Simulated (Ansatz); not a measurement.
TeAs5⁻. The state is a singlet with charge -1. Geometry r2SCAN-D4/def2-SVPD, basis def2-TZVPD, Ansatz.

```xyz
6

As    0.178   -0.820    2.410
As   -0.868   -1.282   -1.226
As    0.840    1.141    1.375
As    0.171    0.765   -0.826
As   -0.830   -2.249    0.876
Te    0.508    2.445   -2.610
```

```tsv
run	HOMO (eV)	LUMO (eV)
A	-1.94	1.10
B	-1.38	0.55
C	-1.66	0.76
D	-1.74	1.01
E	-1.17	0.61
F	-2.08	1.06
```

In the def2 sets Te takes a core potential; there is no spin–orbit coupling. B3LYP takes the VWN-RPA correlation. Another isomer (singlet) lies 0.19 eV lower at PBE0-D4/def2-TZVPD; other spin states weren't run for this one.

Problem. The runs used B3LYP, PBE, PBE0, r2SCAN, r2SCAN0, r2SCANh. Estimate which is which.

Solution. A PBE0 (25 % exact exchange); B r2SCAN (0 % exact exchange); C r2SCANh (10 % exact exchange); D B3LYP (20 % exact exchange); E PBE (0 % exact exchange); F r2SCAN0 (25 % exact exchange). Exact exchange lowers occupied and raises empty levels; among semilocal functionals meta-GGAs tend to open the gap a little, and such runs are hard to tell apart. The gap grows from 1.78 eV (PBE) to 3.14 eV (r2SCAN0). The restricted singlet is unstable towards broken spin symmetry in Hartree–Fock (as tested in another run); at PBE0-D4/def2-TZVPD, r2SCAN-D4/def2-TZVPD, r2SCANh-D4/def2-TZVPD, B3LYP-D4/def2-TZVPD and others this wasn't settled.
